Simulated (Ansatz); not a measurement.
Coupled-cluster diagnostics for AgBr₂⁻ (the lowest singlet isomer of a short search), Ansatz.

Geometry of the singlet (PBE-D4/def2-TZVPD):

```xyz
3

Ag    0.000    0.000    0.000
Br   -1.735    1.713   -0.400
Br    1.734   -1.713    0.400
```

In the def2 sets Ag takes a core potential; there is no spin–orbit coupling. Correlated methods freeze 18 core orbitals; core or outer-core shells of Ag, Br are correlated, in sets that lack core-valence functions. The structure comes from a short search, and lower isomers may exist.

**Question.** Estimate the CCSD(T) correlation energy, the shares of MP2 and (T), T1 and the reference's ⟨S²⟩ for: charge -1, singlet, own geometry in def2-TZVPPD; and the rough time on 4 threads of Arm Neoverse V1 on a shared host.

**Answer.** 
| state | basis | correlation (eV) | MP2 share (%) | (T) share (%) | T1 | ⟨S²⟩ (pure) | wall time |
| --- | --- | --- | --- | --- | --- | --- | --- |
| charge -1, singlet, own geometry | def2-TZVPPD | -34.149 | 99.1 | 3.2 | 0.012 | 0.00 (0.00) | 34 s |
Customary marks for T1 are 0.02 (closed shells), 0.045 (open shells) and about 0.05 (3d metals). T1 stays under 0.02 throughout.
